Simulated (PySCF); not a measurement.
**How methods differ on the ionisation energy of Dy⁺**

Dy⁺ [Xe] 4f10 6s1 [4f5/2^6 4f7/2^4 6s1/2^1, M_J = 17/2] → Dy²⁺ [Xe] 4f10 [4f5/2^6 4f7/2^4, M_J = 8], as a difference of total energies. All numbers are calculated (PySCF 2.14, the two-component X2C-1e Hamiltonian, in x2c-TZVPPall-2c (11s11p10d4f2g, 140 functions)). Correlated levels: [Ar] 3d10 frozen; the 18 highest virtual spinors dropped. "Screened" scales the spin-orbit matrix elements by Boettger's factors to mimic the two-electron term; Breit and QED terms are absent.

```csv
method,ionisation energy (eV),difference from reference (eV)
GHF (spin-free),10.807,-0.840
GMP2 (spin-free),11.699,+0.052
GHF (screened spin-orbit),10.809,-0.838
GMP2 (screened spin-orbit),11.699,+0.052
```

Reference: 11.647 ± 0.02 eV (semi-empirical (NIST evaluation); NIST Atomic Spectra Database, ionization energies).

The spin-free rows relax to the high-spin LS determinant and lack the spin-orbit shift.

The labels give the starting determinants; with spin-orbit coupling the two ends relaxed to ⟨J²⟩ = 80.76, ⟨L²⟩ = 42.74, ⟨S²⟩ = 8.60 and ⟨J²⟩ = 72.01, ⟨L²⟩ = 42.75, ⟨S²⟩ = 5.90.
